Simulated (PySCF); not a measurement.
An element was calculated at PBE0 (PySCF 2.14, spin-free X2C, a triple-zeta basis, no spin-orbit coupling), in the ground configurations that NIST lists.

```
first ionisation energy  : 5.366 eV
second ionisation energy : 10.819 eV
third ionisation energy  : 22.734 eV
```

Q: Which element is it?

A: Neodymium (Nd, Z = 60), in ANO-RCC-VTZP. NIST lists 5.525, 10.783 ± 0.02, 22.09 ± 0.04 eV for these ionisation energies.
